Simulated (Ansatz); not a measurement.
Molecule: ZnI, net charge 0, doublet state. SMILES of the parent species: [Zn][I]

Atoms: Zn1, I2. Bonds: Zn1-I2.

Bond lengths (Å) and angles (degrees) optimised at HF/3-21G with Ansatz (a quantum-chemistry and plane-wave program); HF/LANL2DZ with Ansatz; PBE/LANL2DZ with Ansatz; B3LYP/LANL2DZ with Ansatz; MP2/LANL2DZ with Ansatz, each started from the B3LYP-D3(BJ)/def2-TZVP structure (Ansatz) of the last column. A row stands for all coordinates that are equal there.

```tsv
coordinate	HF/3-21G	HF/LANL2DZ	PBE/LANL2DZ	B3LYP/LANL2DZ	MP2/LANL2DZ	B3LYP-D3(BJ)/def2-TZVP
Zn1-I2	2.621	2.617	2.677	2.687	2.601	2.551
```

Mean signed difference of all 1 bond lengths from B3LYP-D3(BJ)/def2-TZVP: HF/3-21G 0.070 Å, HF/LANL2DZ 0.066 Å, PBE/LANL2DZ 0.126 Å, B3LYP/LANL2DZ 0.136 Å, MP2/LANL2DZ 0.050 Å.
